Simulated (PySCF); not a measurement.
Computed IR spectrum (relative IR intensity) of a molecule CH5F3Si2. Geometry: PBE-D3(BJ)/def2-SVP. The values are those of a single conformer. Level of theory: PBE-D3(BJ)/def2-SVP in PySCF. Frequencies are harmonic and unscaled.

Lines under 2 % of the strongest are left out, and lines within 2 cm⁻¹ are merged.

ν (cm⁻¹): 130 (w), 250 (w), 315 (w), 623 (m), 669 (m), 737 (m), 768 (vs), 790 (m), 798 (w), 819 (s), 881 (m), 896 (w), 922 (s), 1217 (w), 1373 (vw), 1380 (vw), 2164 (s), 2177 (s) (against the strongest line: vs over 80 %, s over 45 %, m over 15 %, w over 4 %, vw less)

### Question
Identify the compound among the candidates.
A) F[SiH2]C(F)(F)[SiH3]
B) F[SiH2]C[SiH](F)F
C) C[Si@H](F)[SiH](F)F
D) FC(F)(F)[SiH2][SiH3]

### Answer
C, C[Si@H](F)[SiH](F)F
